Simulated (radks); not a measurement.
Results of a calculation; reference values are marked as such.
Initial-state core-level shifts of neutral molybdenum when its valence configuration changes from [Kr] 4d5 5s1. Level of theory: scalar-relativistic Kohn-Sham, BLYP, spin-polarised, spherical densities, finite nucleus; open shells are filled with parallel spins first (spin-orbit coupling, left out, can overturn this in heavy ions); Fermi nuclear charge, rms radius 4.4091 fm (a radial shooting solver on a logarithmic mesh with Libxc functionals). Shifts are changes of the shell-averaged eigenvalues in eV (positive: less bound); the change of the density at the nucleus, which sets a Mossbauer isomer shift, is in e/bohr^3, on a base of 9.272e+04.

[
 {"valence": "4d5 5p1", "3s": "-1.339", "3p": "-1.339", "4s": "-1.372", "4p": "-1.384", "density at nucleus": "-11.470"},
 {"valence": "4d4 5s2", "3s": "-3.272", "3p": "-3.273", "4s": "-3.087", "4p": "-2.955", "density at nucleus": "+13.384"},
 {"valence": "4d4 5s1 5p1", "3s": "-4.442", "3p": "-4.442", "4s": "-4.237", "4p": "-4.092", "density at nucleus": "+3.668"},
 {"valence": "4d5.5 5p0.5", "3s": "+0.307", "3p": "+0.308", "4s": "+0.216", "4p": "+0.154", "density at nucleus": "-11.922"},
 {"valence": "4d6", "3s": "+1.737", "3p": "+1.738", "4s": "+1.625", "4p": "+1.530", "density at nucleus": "-12.172"},
 {"valence": "4d3.5 5s2 5p0.5", "3s": "-5.760", "3p": "-5.761", "4s": "-5.409", "4p": "-5.186", "density at nucleus": "+17.145"},
 {"valence": "4d4.5 5s1.5", "3s": "-1.563", "3p": "-1.563", "4s": "-1.489", "4p": "-1.431", "density at nucleus": "+6.088"},
 {"valence": "4d4.5 5p1.5", "3s": "-3.438", "3p": "-3.437", "4s": "-3.377", "4p": "-3.317", "density at nucleus": "-10.768"},
 {"valence": "4d5 5s0.5 5p0.5", "3s": "-0.697", "3p": "-0.697", "4s": "-0.714", "4p": "-0.721", "density at nucleus": "-5.555"}
]
